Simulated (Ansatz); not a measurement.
Geometry optimisation, Ansatz 0.2.0, UHF/def2-SVP.

The input (input.yaml):

```yaml
crystal:
  periodic: [false, false, false]
  atoms:
    - { symbol: Zr, position_ang: [0.0, 0.0, 0.0] }
    - { symbol: Cl, position_ang: [0.0, 0.0, 2.77] }
    - { symbol: O, position_ang: [1.952, 0.0, -0.6893] }
    - { symbol: H, position_ang: [2.2684, -0.9521, -0.806] }
    - { symbol: F, position_ang: [-0.9326, 1.6157, -0.6593] }
    - { symbol: O, position_ang: [-0.975, -1.6891, -0.6893] }
    - { symbol: H, position_ang: [-1.4296, -2.1548, 0.0831] }
    - { symbol: Cl, position_ang: [0.0, 0.0, 5.11] }
magnetization:
  spin_polarized: true
  initial_magnetization: 1
basis:
  gaussian: { orbitals: def2-SVP }
hamiltonian:
  xc: hf
relax:
  f_tol: 0.15
  max_steps: 25
  restrain:
    - { distance: [1, 7], at: 3.24, k: 30.0 }
    - { distance: [0, 1], at: 2.52, k: 30.0 }
```

Command:

```bash
$ ansatz run input.yaml --threads 4 --pin off --max-ram 5120MiB --backend cpu --events-out ev --progress --plain --runs-dir out
```

Where does it end, and by what steps?

The forces met the threshold. The restraints hold the end off the free minimum; the threshold counts their pulls, which the force column leaves out. Restrained pairs: Cl2–Cl8 (2.34 → 3.24 Å), Zr1–Cl2 (2.77 → 2.49 Å). After 8 steps the energy has fallen by 2.852 eV (the restraints' own energy left out); Cl8 moved furthest, 0.60 Å.

| step | energy less start (eV) | largest force component (eV/Å) | accepted |
| --- | --- | --- | --- |
| 0 | 0.0000 | 5.698 | yes |
| 1 | -1.4977 | 2.887 | yes |
| 2 | -2.3041 | 1.272 | yes |
| 3 | -2.5098 | 1.093 | yes |
| 4 | -2.6751 | 1.122 | yes |
| 5 | -2.6020 | 2.471 | no |
| 6 | -2.7501 | 1.082 | yes |
| 7 | -2.8073 | 1.069 | yes |
| 8 | -2.8524 | 1.026 | yes |

```xyz
8
Properties=species:S:1:pos:R:3
Zr -0.013 -0.056 0.049
Cl 0.097 0.378 2.497
O 1.737 -0.339 -0.645
H 2.586 -0.571 -0.979
F -0.791 1.445 -0.838
O -1.112 -1.575 -0.270
H -1.623 -2.354 -0.400
Cl 0.003 -0.108 5.704
```

Time of the run: 34 s on 4 threads of Arm Neoverse V1 (shared host), peak memory 0.53 GiB.
